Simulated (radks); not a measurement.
The nuclear charge of the hafnium ion Hf2+ is varied continuously with 70 electrons held in [Xe] 4f14 5d2. Method: Dirac Kohn-Sham, PBE, spin-unpolarised, spherical densities, point nucleus; open shells fill j = l - 1/2 first; computed with a radial shooting solver on a logarithmic mesh with Libxc functionals. By the Hellmann-Feynman theorem dE/dZ = E(electron-nucleus)/Z, the electronic potential at the nucleus.

Z     E (hartree)  E(electron-nucleus)/Z (hartree)   HOMO  e(HOMO) (eV)  <r> HOMO (bohr)
71.6  -14889.0973                         -517.268  5d3/2       -12.537            2.247
71.8  -14992.7737                         -519.496  5d3/2       -14.666            2.163
72    -15096.8957                         -521.725  5d3/2       -16.900            2.089
72.2  -15201.4636                         -523.955  5d3/2       -19.233            2.023
72.4  -15306.4779                         -526.188  5d3/2       -21.659            1.965
72.6  -15411.9389                         -528.423  5d3/2       -24.173            1.913
72.8  -15517.8471                         -530.660  5d3/2       -26.770            1.865
73    -15624.2031                         -532.900  5d3/2       -29.448            1.821

The central difference of E at Z = 72 is -521.725 hartree, to compare with the third column; the second derivative is -11.1 hartree.
